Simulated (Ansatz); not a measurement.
Geometry optimisation, RKS CAM-B3LYP/def2-SVP in Ansatz 0.2.0.

input.yaml

```yaml
crystal:
  periodic: [false, false, false]
  atoms:
    - { symbol: Ga, position_ang: [0.189754, 0.0, 0.109571] }
    - { symbol: H, position_ang: [0.737298, 0.0, 1.5497] }
    - { symbol: H, position_ang: [1.710725, 0.0, -0.136236] }
    - { symbol: Cl, position_ang: [-1.639377, 0.0, -0.946535] }
basis:
  gaussian: { orbitals: def2-SVP }
hamiltonian:
  xc: cam_b3lyp
relax:
  f_tol: 0.03
  max_steps: 50
```

Command:

```bash
$ ansatz run input.yaml --threads 1 --pin off --max-ram 2048MiB --backend cpu --events-out ev --progress --plain --runs-dir out
```

Question: Where does it end, and by what steps?

Answer: The run converged. After 5 steps the energy has fallen by 1.206 eV; H2 moved furthest, 0.50 Å.

```json
{"step": "0", "energy less start (eV)": "0.0000", "largest force component (eV/Å)": "2.105", "accepted": "yes"}
{"step": "1", "energy less start (eV)": "-0.7230", "largest force component (eV/Å)": "1.124", "accepted": "yes"}
{"step": "2", "energy less start (eV)": "-1.1015", "largest force component (eV/Å)": "0.930", "accepted": "yes"}
{"step": "3", "energy less start (eV)": "-1.1391", "largest force component (eV/Å)": "0.933", "accepted": "yes"}
{"step": "4", "energy less start (eV)": "-1.2027", "largest force component (eV/Å)": "0.161", "accepted": "yes"}
{"step": "5", "energy less start (eV)": "-1.2055", "largest force component (eV/Å)": "0.019", "accepted": "yes"}
```

```xyz
4
Properties=species:S:1:pos:R:3
Ga 0.429 0.000 0.248
H 0.299 0.000 1.797
H 1.706 0.000 -0.639
Cl -1.435 0.000 -0.829
```

Time of the run: 12 s on 1 thread of Arm Neoverse V2, with other jobs on the host, peak memory 0.12 GiB.
